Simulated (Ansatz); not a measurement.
Process, species as SMILES: [O]=[Y][F] → [O]=[Y][F] as doublet, charge +1 + e-
Geometries: B3LYP-D3(BJ)/def2-TZVP minima from Ansatz (an electronic-structure program). [O]=[Y][F] as doublet, charge +1: The spin state was set by rule; other spins were not relaxed.

Wanted: adiabatic ionisation energy (electronic energy difference), in eV. Cores are frozen in the correlated levels unless marked. UHF or UKS for open shells. Spin-orbit coupling is left out. The frozen core is the preceding noble-gas configuration, with the filled d and f shells of earlier blocks. Past Kr the def2 sets carry scalar-relativistic core potentials. STO-3G rows are all-electron and non-relativistic. CBS marks a two-point X^-3 extrapolation of the correlation energy; Hartree-Fock from the larger set.

```csv
level,program,adiabatic ionisation energy (eV)
r2SCAN/def2-TZVPD,Ansatz,8.44
PBE0/STO-3G,Ansatz,5.10
PBE0-D3(BJ)/def2-TZVPD,Ansatz + dftd3,8.44
BHLYP/def2-TZVPD,Ansatz,___
HSE06-D3(BJ)/def2-TZVPD,Ansatz + dftd3,8.44
"CCSD(T)/CBS(def2-TZVPP,def2-QZVPP)",Ansatz,___
```

Problem. Fill in the missing entries.

Solution. 
- BHLYP/def2-TZVPD, adiabatic ionisation energy (eV): 8.03
- CCSD(T)/CBS(def2-TZVPP,def2-QZVPP), adiabatic ionisation energy (eV): 8.46
